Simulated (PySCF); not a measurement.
**Two-component Hartree-Fock for Ir⁺ (iridium, charge +1)**

Start: [Xe] 4f14 5d6 6s1 7s1; 5d3/2 filled at m_j = +3/2; 5d5/2 filled at m_j = -3/2, -1/2, +1/2, +3/2, +5/2; 6s1/2 filled at m_j = +1/2; 7s1/2 filled at m_j = +1/2. Calculated with PySCF 2.14 in x2c-TZVPall-2c with one added diffuse shell each of s, p, d type (12s12p11d2f, 117 functions): generalised Hartree-Fock with the X2C-1e Hamiltonian and a Gaussian nucleus; spin-orbit coupling (SO) screened by Boettger's factors. This is a chosen level, not necessarily the ground level.

| spinor shell | electrons | ε, screened SO (eV) | weight of nominal j (screened SO) | rms radius, screened SO (bohr) |
| --- | --- | --- | --- | --- |
| 1s1/2 | 2 | -76524.3 | 1.000 | 0.0197 |
| 2s1/2 | 2 | -13544.8 | 1.000 | 0.0795 |
| 2p1/2 | 2 | -12953.2 | 1.000 | 0.0675 |
| 2p3/2 | 4 | -11319.8 | 1.000 | 0.0752 |
| 3s1/2 | 2 | -3245.9 | 1.000 | 0.203 |
| 3p1/2 | 2 | -2981.5 | 1.000 | 0.195 |
| 3p3/2 | 4 | -2618.2 | 1.000 | 0.210 |
| 3d3/2 | 4 | -2181.9 | 1.000 | 0.185 |
| 3d5/2 | 6 | -2103.7 | 1.000 | 0.189 |
| 4s1/2 | 2 | -740.12 | 1.000 | 0.450 |
| 4p1/2 | 2 | -627.42 | 1.000 | 0.456 |
| 4p3/2 | 4 | -540.32 | 1.000 | 0.490 |
| 4d3/2 | 4 | -355.30 | 0.999 | 0.507 |
| 4d5/2 | 6 | -338.37 | 0.999 | 0.519 |
| 5s1/2 | 2 | -131.46 | 1.000 | 1.05 |
| 4f5/2 | 6 | -100.45 | 0.986 | 0.586 |
| 5p1/2 | 2 | -94.829 | 0.952 | 1.15 |
| 5p3/2 | 4 | -77.946 | 0.978 | 1.23 |
| 5d5/2 | 5 | -30.014 | 0.483 | 1.69 |
| 5d3/2 | 1 | -25.967 | 0.635 | 1.70 |
| 6s1/2 | 1 | -21.715 | 0.973 | 2.73 |
| 7s1/2 | 1 | -6.658 | 0.997 | 6.76 |

(1) Where does 4f7/2 lie, and what is the 4f spin-orbit splitting (screened SO)?

| quantity | screened SO |
| --- | --- |
| E (hartree) | -17838.34572 |
| M_J | 5 |
| ⟨J²⟩ | 30.021 |
| ⟨L²⟩ | 6.753 |
| ⟨S²⟩ | 11.581 |

Each row is a mean over spinors that exchange with the open shell spreads, by up to 8.702 eV (5p3/2).

Rows whose weight is well below 1 are mixtures of j = l ± 1/2: exchange outweighs spin-orbit coupling there, and the label is only the starting occupation.

Breit and QED terms are absent; they matter most for the inner s and p1/2 levels.

Densities and radii are taken from the X2C orbitals without a picture-change correction, which distorts them close to the nucleus.

Results:

(1) At -97.141 eV, 3.305 eV above 4f5/2.
